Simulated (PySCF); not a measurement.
C2H5S, SMILES CC[S], multiplicity 2. Geometry: PBE-D3(BJ)/def2-TZVP. The isomer is the one that the SMILES or the coordinates give; other isomers of the formula were not compared.

Give the equilibrium geometry at PBE-D3(BJ)/def2-TZVP (PySCF confirms it by a frequency run) as a Z-matrix, and its point group. (The exact figures need the calculation; the answer reports its results.)

point group Cs.
```
C
H 1 1.1054
H 1 1.1054 2 104.32
C 1 1.5235 2 111.77 3 -120.94
H 4 1.0984 1 110.84 2 178.43
H 4 1.0984 5 107.79 1 -121.46
H 4 1.1014 5 108.30 6 -116.96
S 1 1.7977 2 106.08 3 111.77
```
Charge 0, spin multiplicity 2.
